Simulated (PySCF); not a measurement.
PySCF input (M06-2X/6-311+G**):

```python
from pyscf import gto, dft

mol = gto.M(
    atom='''
    B     0.31842600   -0.56037100   -0.14305900
    F     0.23682600    0.07215500    1.09084100
    F    -0.41372900    0.23916200   -1.01136400
    ''',
    basis='6-311+g**',
    charge=-1,
    spin=0,
    verbose=4,
)

mf = dft.RKS(mol, xc='m062x')
mf.grids.level = 4
mf.conv_tol = 1e-9
mf.max_cycle = 100
mf.max_memory = 1500
mf.kernel()
if not mf.converged:
    mf = mf.newton()
    mf.kernel(mf.make_rdm1())
mf.dip_moment()
```

Output:

```
PySCF version 2.14.0

[INPUT] verbose = 4
[INPUT] num. atoms = 3
[INPUT] num. electrons = 24
[INPUT] charge = -1
[INPUT] spin (= nelec alpha-beta = 2S) = 0
[INPUT] symmetry False subgroup None
[INPUT] Mole.unit = angstrom
[INPUT] Symbol           X                Y                Z      unit          X                Y                Z       unit  Magmom
[INPUT]  1 B      0.318426000000  -0.560371000000  -0.143059000000 AA    0.601737930941  -1.058947718149  -0.270342329654 Bohr   0.0
[INPUT]  2 F      0.236826000000   0.072155000000   1.090841000000 AA    0.447536279176   0.136353188518   2.061390735447 Bohr   0.0
[INPUT]  3 F     -0.413729000000   0.239162000000  -1.011364000000 AA   -0.781834499790   0.451950679403  -1.911200972245 Bohr   0.0

nuclear repulsion = 53.7109909726968
number of shells = 30
number of NR pGTOs = 105
number of NR cGTOs = 66
basis = 6-311+g**
ecp = {}

******** <class 'pyscf.dft.rks.RKS'> ********
method = RKS
initial guess = minao
damping factor = 0
level_shift factor = 0
DIIS = <class 'pyscf.scf.diis.CDIIS'>
diis_start_cycle = 1
diis_space = 8
diis_damp = 0
SCF conv_tol = 1e-09
SCF conv_tol_grad = None
SCF max_cycles = 100
direct_scf = True
direct_scf_tol = 1e-13
XC library pyscf.dft.libxc version 7.1.2
    S. Lehtola, C. Steigemann, M. J. T. Oliveira, and M. A. L. Marques,  SoftwareX 7, 1–5 (2018)
XC functionals = m062x
    Y. Zhao and D. G. Truhlar,  Theor. Chem. Acc. 120, 215 (2008)
    Y. Zhao and D. G. Truhlar,  Theor. Chem. Acc. 120, 215 (2008)
radial grids:
    Treutler-Ahlrichs [JCP 102, 346 (1995); DOI:10.1063/1.469408] (M4) radial grids

becke partition: Becke, JCP 88, 2547 (1988); DOI:10.1063/1.454033
pruning grids: <function nwchem_prune>
grids dens level: 4
symmetrized grids: False
atomic radii adjust function: <function treutler_atomic_radii_adjust>
small_rho_cutoff = 0
Set gradient conv threshold to 3.16228e-05
Initial guess from minao.
tot grids = 85776
init E= -224.633344856087
  HOMO = -0.206911862369271  LUMO = -0.0137999591416893  gap/eV = 5.25484
cycle= 1 E= -224.524834236826  delta_E= 0.109  |g|= 0.629  |ddm|= 1.62
  HOMO = 0.0304826414874597  LUMO = 0.181622274676116  gap/eV = 4.11272
cycle= 2 E= -224.515064244326  delta_E= 0.00977  |g|= 0.799  |ddm|= 1.13
  HOMO = 0.00295633167768372  LUMO = 0.180659875809862  gap/eV = 4.83556
cycle= 3 E= -224.603206466805  delta_E= -0.0881  |g|= 0.0373  |ddm|= 0.307
  HOMO = -0.0171938417582851  LUMO = 0.18080792581397  gap/eV = 5.38790
cycle= 4 E= -224.603663160746  delta_E= -0.000457  |g|= 0.0144  |ddm|= 0.0974
  HOMO = -0.0128490173542986  LUMO = 0.181498089552213  gap/eV = 5.28845
cycle= 5 E= -224.603752699755  delta_E= -8.95e-05  |g|= 0.00489  |ddm|= 0.0503
  HOMO = -0.0141316655297281  LUMO = 0.181100041819883  gap/eV = 5.31253
cycle= 6 E= -224.603760943856  delta_E= -8.24e-06  |g|= 0.000705  |ddm|= 0.0138
  HOMO = -0.0141956853204874  LUMO = 0.181000085158452  gap/eV = 5.31155
cycle= 7 E= -224.603761176498  delta_E= -2.33e-07  |g|= 8.59e-05  |ddm|= 0.0033
  HOMO = -0.0142085583784741  LUMO = 0.18099433751973  gap/eV = 5.31174
cycle= 8 E= -224.603761181056  delta_E= -4.56e-09  |g|= 9.52e-06  |ddm|= 0.000412
  HOMO = -0.0142088228223898  LUMO = 0.180993937563361  gap/eV = 5.31174
cycle= 9 E= -224.603761181127  delta_E= -7.08e-11  |g|= 4.45e-06  |ddm|= 4.58e-05
  HOMO = -0.0142092623762196  LUMO = 0.180993715279205  gap/eV = 5.31174
Extra cycle  E= -224.603761181128  delta_E= -1.88e-12  |g|= 5.23e-06  |ddm|= 9.94e-06
converged SCF energy = -224.603761181128

WARN: System has nonzero charge -1; the dipole moment is origin-dependent.
Location of origin: [0. 0. 0.]

Dipole moment(X, Y, Z, Debye): -1.80764,  3.18114,  0.81214
```

The dipole moment of an ion depends on the origin.

The geometry given is a B3LYP-D3(BJ)/def2-TZVP minimum.
